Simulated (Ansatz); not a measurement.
Consider the cleavage of the B–B bond: `BB(O)Br` + CH₃OH → `COB(O)Br` + BH₃.

Isolated molecules relaxed with PBE0-D4/def2-TZVP in Ansatz; ΔE leaves out vibrations. CCSD(T)/CBS adds triple-zeta CCSD(T) − MP2 to the extrapolated MP2 energy (def2 sets, frozen cores). This one scheme is used for every species. Functionals use def2-TZVPP. For Br outer-core shells are correlated without core-valence functions, which leaves a few kJ/mol of doubt a bond. Scalar relativity is left out up to krypton. Each species was taken in one conformer, which may not be the lowest.

```tsv
species	PBE energy (Eh)
`BB(O)Br`	-2700.42982
CH₃OH	-115.63194
`COB(O)Br`	-2789.55254
BH₃	-26.55289
```

(1) Work out ΔE.

Largest T1 diagnostic among the species: 0.011.

Answers

(1) ΔE = (-2789.55254) + (-26.55289) − (-2700.42982) − (-115.63194) = -0.04367 Eh = -114.7 kJ/mol. CCSD(T)/CBS gives -134.6 kJ/mol.

At CCSD(T), def2-SVP lies −16.5 kJ/mol from the extrapolated value and def2-TZVPP −2.8 kJ/mol. From PBE to PBE0 (25 % exact exchange), in def2-TZVPP and without D4, ΔE moves by −8.4 kJ/mol. In def2-TZVPP, CCSD(T) changes the Hartree–Fock value by +12.1 kJ/mol (the triples alone add +0.8 kJ/mol) and MP2 by +5.8 kJ/mol.
